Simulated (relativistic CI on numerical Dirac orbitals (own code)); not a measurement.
# What each ingredient does to the levels of Pm XXXIV

Base calculation: Dirac-Coulomb-Breit CI, KLI orbitals optimised for each configuration, a model potential for QED, unscaled Slater integrals.

Configurations in the expansion (outside the closed core [Ne]): 3s2.3p6.3d10, 3s2.3p6.3d9.4s, 3s2.3p6.3d9.4p, 3s2.3p6.3d9.4d, 3s2.3p5.3d10.4s, 3s2.3p6.3d9.4f, 3s2.3p5.3d10.4p, 3s2.3p6.3d8.4s2, 3s2.3p6.3d8.4s.4p, 3s2.3p5.3d10.4d, 3s2.3p6.3d9.5s, 3s.3p6.3d10.4s, 3s2.3p6.3d8.4p2, 3s2.3p6.3d9.5p, 3s2.3p6.3d8.4s.4d, 3s2.3p5.3d10.4f. Levels of other configurations are missing.

Variants: (1) P86 correlation estimate; (2) one mean potential for all configurations. Shifts of the energy above 3s2.3p6.3d10 1S_0, in eV, for the lowest level and the first level of each name with at least 55 % of one term (blank where a level changes its place among those of its configuration and J or its character, or is not in the variant):

| Level | Base | Δ(1) | Δ(2) |
| --- | --- | --- | --- |
| 3s2.3p6.3d10 1S_0 | 0.00 | 0.00 | 0.00 |
| 3s2.3p6.3d9.4s 3D_3 | 886.17 | +1.89 | -0.59 |
| 3s2.3p6.3d9.4s 1D_2 | 887.54 | +1.89 | -0.59 |
| 3s2.3p6.3d9.4s 3D_1 | 911.57 | +1.89 | -0.56 |
| 3s2.3p6.3d9.4s 3D_2 | 912.53 | +1.89 | -0.56 |
| 3s2.3p6.3d9.4p 3P°_2 | 953.38 | +1.97 | -0.56 |
| 3s2.3p6.3d9.4p 3F°_2 | 978.93 | +1.97 | -0.50 |
| 3s2.3p6.3d9.4p 3F°_4 | 990.05 | +1.97 | -0.53 |
| 3s2.3p6.3d9.4p 1P°_1 | 992.50 | +1.97 | -0.51 |
| 3s2.3p6.3d9.4p 3D°_3 | 993.92 | +1.97 | -0.51 |
| 3s2.3p6.3d9.4p 3P°_0 | 1012.84 | +1.97 | -0.49 |
| 3s2.3p6.3d9.4d 3S_1 | 1093.52 | +2.01 | -0.61 |
| 3s2.3p6.3d9.4d 1P_1 | 1103.43 | +2.01 | -0.58 |
| 3s2.3p6.3d9.4d 3G_5 | 1104.35 | +2.01 | -0.58 |
| 3s2.3p6.3d9.4d 3D_3 | 1107.22 | +2.01 | -0.57 |
| 3s2.3p6.3d9.4d 3F_4 | 1108.61 | +2.01 | -0.56 |
| 3s2.3p6.3d9.4d 3P_0 | 1113.91 | +2.01 | -0.53 |
| 3s2.3p6.3d9.4d 3G_3 | 1122.75 | +2.01 | -0.53 |
| 3s2.3p6.3d9.4d 3F_2 | 1126.98 | +2.01 | -0.51 |
| 3s2.3p6.3d9.4d 1S_0 | 1161.92 | +2.02 | +0.34 |
| 3s2.3p5.3d10.4s 3P°_2 | 1205.66 | +2.10 | -0.73 |
| 3s2.3p5.3d10.4s 1P°_1 | 1208.00 | +2.10 | -0.72 |

At this charge energies of transitions that change n are usually good to better than 1 %, and those within a shell (Δn = 0) to a few per cent.

Ionisation energy from the two ground configurations alone: base 2251.04 eV; P86 correlation estimate 2253.2 eV. The NIST ASD value (theoretical) is 2251 eV.

LS names give the leading component of a level, which can be under half, so a name can repeat, a term be missing and a line seem to break the LS rules.
